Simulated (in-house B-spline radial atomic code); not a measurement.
## Response and correlation of Mo12+

Closed shell [Ar] 3d10 4s2. Computed with a B-spline radial code for spherical atoms: Dirac-Hartree-Fock, relativistic RPA (time-dependent Dirac-Hartree-Fock) for the response and second-order many-body perturbation theory for correlation, no-pair Dirac-Coulomb Hamiltonian, finite nucleus.

| multipole (bohr³, bohr⁵, bohr⁷) | uncoupled | coupled RPA |
| --- | --- | --- |
| dipole | 0.81071 | ? |
| quadrupole | 0.35272 | 0.40839 |
| octupole | 0.34049 | 0.38103 |

Question: What is the coupled dipole polarisability?

Answer: 0.89231 atomic units, +10 % against the uncoupled value.

Question: Which subshells carry the dipole polarisability?

Answer: 4s1/2 98.3 %, 3d5/2 0.9 %, 3d3/2 0.6 %.

Question: What does the dipole shielding factor come to?

Answer: The dipole shielding factor is 0.714, against the exact N/Z = 30/42 = 0.714 of the non-relativistic theorem.

Dipole polarisability at imaginary frequency:

```csv
u (Eh),α(iu) (bohr³)
0,0.8923
2.34,0.2621
7.03,0.08019
14.1,0.04068
23.4,0.02228
46.9,0.008002
93.7,0.002483
234,0.0004711
```

Question: What dispersion coefficients follow for two such ions (the dispersion part alone)?

Answer: C6 = (3/π)∫α(iu)²du = 0.9132 hartree·bohr⁶ and C8 = 2.928 hartree·bohr⁸.

Lowest J = 1 odd-parity excitations:

```tsv
energy (eV)	oscillator strength	leading channel	weight
23.447	0.0178	4s1/2 → p1/2	0.798
35.75	1.38	4s1/2 → p3/2	0.792
138.26	0.0385	4s1/2 → p1/2	0.944
140.34	0.172	4s1/2 → p3/2	0.944
188.19	0.0176	4s1/2 → p1/2	0.965
189.17	0.0665	4s1/2 → p3/2	0.965
219.32	0.0133	4s1/2 → p1/2	0.974
220.14	0.047	4s1/2 → p3/2	0.974
```

Second-order correlation energy by the highest angular momentum of the excited pair (hartree): s -0.02199, p -0.2324, d -0.5394, f -0.5573, g -0.1788, h -0.07725, i -0.0352, k -0.01791.

Question: What is the second-order correlation energy at the partial-wave limit?

Answer: The listed waves sum to -1.6602 hartree; extrapolating the increments as (l + 1/2)⁻⁴ gives -1.6968 hartree, -1.54 eV per electron.
